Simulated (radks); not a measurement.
The numbers below are computed, except where a source is named.
Task: These are the eigenvalues of the occupied orbitals of an atom or ion with whole-number occupations (eV). Code: a radial shooting solver on a logarithmic mesh with Libxc functionals. Model: Dirac Kohn-Sham, PBE, spin-unpolarised, spherical densities, finite nucleus; Fermi nuclear charge, rms radius of each element as measured or else 0.836 A^(1/3) + 0.57 fm.

| orbital | eigenvalue |
|---|---|
| 1s1/2 | -76148.17 |
| 2s1/2 | -18969.84 |

Which element is it, and in what charge state? The configuration may be excited. Open shells, if any, fill j = l - 1/2 first.

Result: Z = 73, tantalum, charge +70: Ta70+ in [He] 2s1. The 1s level, -2798.4 hartree, gives Z - s = 74.8 by -(Z - s)^2/2, which with screening and relativity narrows Z to a few neighbours, and the depths must fix Z and the occupations together.
